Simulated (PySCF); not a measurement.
CH₃F₃Sn, SMILES F[C](F)(F)[SnH3], PBE0/def2-SVP optimised geometry.

```
8

Sn    -0.54    -0.33     0.00
C     -1.19    -1.29     1.87
F     -0.73    -0.63     2.95
F     -0.75    -2.55     1.97
F     -2.53    -1.33     1.97
H     -1.17     1.26     0.00
H     -1.17    -1.26    -1.29
H      1.17    -0.33     0.00
```

Density from PBE0/def2-TZVP, def2 effective core potentials past Kr (PySCF) at that geometry. The core electrons that the potentials of Sn replace are not part of the density.

Minimum of the electron density along straight lines between bonded atoms, close to the bond critical point (lines longer than 1.1 times the sum of covalent radii, or with two minima, are not listed):

| bond | length / Å | ρ at the minimum / e bohr⁻³ | ∇²ρ there / e bohr⁻⁵ | position (fraction from the first atom) |
|---|---|---|---|---|
| Sn1–C2 | 2.203 | 0.102 | 0.13 | 0.50 |
| C2–F3 | 1.340 | 0.281 | -0.38 | 0.34 |
| C2–F4 | 1.340 | 0.282 | -0.37 | 0.34 |
| C2–F5 | 1.340 | 0.282 | -0.36 | 0.34 |
| Sn1–H6 | 1.706 | 0.115 | 0.07 | 0.63 |
| Sn1–H7 | 1.706 | 0.115 | 0.07 | 0.63 |
| Sn1–H8 | 1.706 | 0.115 | 0.07 | 0.63 |
